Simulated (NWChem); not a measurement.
Species: InNH2ClF; SMILES [In]([F])([NH2])[Cl]

```xyz
6

In     0.0005     0.2541    -0.0179
F      1.7985     1.0120     0.0391
Cl    -0.0618    -2.0749     0.0198
N     -1.6051     1.4631     0.1057
H     -2.4633     1.0762    -0.2800
H     -1.4609     2.3978    -0.2700
```
Atoms are numbered in this order, from 1.

Coordinates come from a PBE0/def2-SVP optimisation. Not confirmed as a minimum by frequencies. def2 effective core potentials on In; no spin-orbit coupling.

Q: List the 4 lowest vertical singlet excitations from PBE/def2-SVPD with def2 effective core potentials on In, TDA (NWChem).

A: 
| state | energy (eV) | oscillator strength | leading excitation (squared amplitude) |
|---|---|---|---|
| S1 | 4.01 | 0.034 | HOMO → LUMO (0.92) |
| S2 | 4.67 | 0.016 | HOMO−1 → LUMO (0.98) |
| S3 | 4.80 | 0.012 | HOMO−2 → LUMO (0.98) |
| S4 | 5.29 | 0.021 | HOMO−3 → LUMO (0.86) |
